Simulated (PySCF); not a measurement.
**GeO(OH)2: from structure and modes to constants**

Level of theory: PBE0/[Ge def2-TZVP, O def2-TZVP, H def2-TZVP], no relativity, density fitting, PySCF.

The singlet minimum has C2v symmetry. Masses (u): Ge 73.92118, O 15.99492, H 1.00782.

```xyz
6
charge 0 multiplicity 1, angstrom
Ge    0.0000    0.0000    0.0834
O     0.0000    0.0000    1.7148
O     1.3203   -0.2874   -1.0160
O    -1.3203    0.2874   -1.0160
H     2.1355   -0.4648   -0.5346
H    -2.1355    0.4648   -0.5346
```

Harmonic wavenumbers (cm⁻¹): 223.8 (b2, ×1), 229.2 (b1, ×1), 241.9 (a1, ×1), 378.5 (a2, ×1), 432.6 (b1, ×1), 742.9 (a1, ×1), 769.1 (b2, ×1), 931.3 (b2, ×1), 976.4 (a1, ×1), 1001.9 (a1, ×1), 3864.0 (b2, ×1), 3865.5 (a1, ×1).

Q: Find the principal moments of inertia and the rotational constants. What kind of rotor is it?

A: About the centre of mass I = 68.033, 81.141, 149.17 u Å². With B = 16.8576/I this gives 0.2478, 0.2078, 0.113 cm⁻¹. The molecule is an asymmetric top with κ = 0.41.

Q: What is the harmonic zero-point energy?

A: Half the sum of all 12 wavenumbers, 13657/2 = 6829 cm⁻¹, which is 81.7 kJ/mol (1 cm⁻¹ = 0.0119627 kJ/mol).

Q: Find the vibrational entropy and heat capacity at 298.15 K.

A: With u = 1.43878 ω/T, each mode gives S = R[u/(eᵘ−1) − ln(1−e⁻ᵘ)] and C = R u² eᵘ/(eᵘ−1)².
```tsv
ω (cm⁻¹)	u	S (J/(mol K))	C (J/(mol K))
223.8	1.080	8.07	7.55
229.2	1.106	7.89	7.52
241.9	1.168	7.48	7.43
378.5	1.826	4.37	6.34
432.6	2.088	3.56	5.85
742.9	3.585	1.08	3.14
769.1	3.712	0.98	2.94
931.3	4.494	0.52	1.92
976.4	4.712	0.43	1.69
1001.9	4.835	0.39	1.57
3864.0	18.647	0.00	0.00
3865.5	18.654	0.00	0.00
```
The sums over all modes are S = 34.8 and C = 45.9 J/(mol K); the softest mode gives 23 % of the entropy.

Q: Give the standard entropy (298.15 K, 1 bar) by its translational, rotational, vibrational and spin parts, and Cp.

A: Sackur–Tetrode with M = 123.92 u gives 169.0; rotation with symmetry number 2 gives 99.4; vibration 34.8; spin R ln 1 = 0.0. The total is 303.1 J/(mol K), and Cp = 4 R + 45.9 = 79.2 J/(mol K).

Only a few start shapes were tried, so a lower isomer may exist.
